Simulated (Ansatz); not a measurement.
FGa, charge -1, doublet, at a GFN2-xTB geometry (such geometries of metal compounds can be far from the true shape) (a state made from the parent by changing its charge; the spin is typed, not shown lowest) (a gas-phase anion, which may not be bound at this level); B3LYP/6-31G run with Ansatz (a quantum-chemistry and plane-wave program).

Input for Ansatz:
Ansatz 0.2 input:
```yaml
crystal:
  periodic: [false, false, false]
  atoms:
    - {symbol: Ga, position_ang: [-0.00000000, -0.00000000, -0.45205283]}
    - {symbol: F, position_ang: [0.00000000, 0.00000000, 1.55707084]}
basis:
  gaussian:
    orbitals: 6-31G
hamiltonian:
  xc: b3lyp
total_charge: -1
magnetization: {spin_polarized: true, initial_magnetization: 1}
```

### Question
Predict the main parts of the log of this Ansatz run.

### Answer

```
Functional definition: B3LYP
337 factors; integrals over basis functions are off by at most 3.4e-4 eV
mean field evaluation 1: about -55037.7328 eV, gradient 1.1e2 eV
mean field evaluation 2: about -55014.3047 eV, gradient 1.3e2 eV
mean field evaluation 4: about -55086.9666 eV, gradient 7.6e0 eV
mean field evaluation 8: about -55087.1909 eV, gradient 1.4e-1 eV
mean field evaluation 16: about -55087.1912 eV, gradient 3.3e-5 eV
mean field -55087.19119115 eV, -2024.4169368354 hartree, gradient 3.3e-5 eV, S^2 0.750389; 1 other end points of the search recorded, 0 dependent functions left out
reference -55087.19137010 eV, -2024.4169434117 hartree; 21, 20 occupied and 17, 18 virtual orbitals, 337 factors
Total energy: -55087.19137010 eV, -2024.4169434117 hartree
```
